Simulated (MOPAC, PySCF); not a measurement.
C2H2S, SMILES `C#CS`, neutral singlet in the gas phase. 

Cartesian coordinates (Å):
```xyz
5

C      1.1486     0.4775    -0.0769
C      0.1030    -0.1181    -0.0596
S     -1.2984    -1.0357     0.0609
H      2.0679     1.0131    -0.1017
H     -2.0211    -0.3367    -0.8335
```
Charge 0, spin multiplicity 1.

All levels are single points at this geometry (PBE0-D3(BJ)/def2-TZVP); Pople sets use spherical d functions. Orbital energies aren't observables, and empty levels follow the basis.

```json
[
 {"level": "PBE-D3(BJ)/def2-TZVP in PySCF", "HOMO (eV)": "-5.82", "LUMO (eV)": "-1.30", "gap (eV)": "4.52", "dipole (D)": "0.83", "vertical IE, Delta-SCF (eV)": "9.18"},
 {"level": "TPSSh-D3(BJ)/def2-TZVP in PySCF", "HOMO (eV)": "-6.32", "LUMO (eV)": "-0.74", "gap (eV)": "5.58", "dipole (D)": "0.84", "vertical IE, Delta-SCF (eV)": "9.18"},
 {"level": "M06-2X/6-31G* in PySCF", "HOMO (eV)": "-7.88", "LUMO (eV)": "1.11", "gap (eV)": "8.99", "dipole (D)": "1.02", "vertical IE, Delta-SCF (eV)": "–"},
 {"level": "HF/3-21G in PySCF", "HOMO (eV)": "-9.60", "LUMO (eV)": "4.22", "gap (eV)": "13.82", "dipole (D)": "1.36", "vertical IE, Delta-SCF (eV)": "–"},
 {"level": "AM1 in MOPAC", "HOMO (eV)": "-8.88", "LUMO (eV)": "0.59", "gap (eV)": "9.47", "dipole (D)": "1.19", "vertical IE, Delta-SCF (eV)": "–"},
 {"level": "PM7 in MOPAC", "HOMO (eV)": "-8.92", "LUMO (eV)": "-0.50", "gap (eV)": "8.42", "dipole (D)": "1.41", "vertical IE, Delta-SCF (eV)": "–"}
]
```
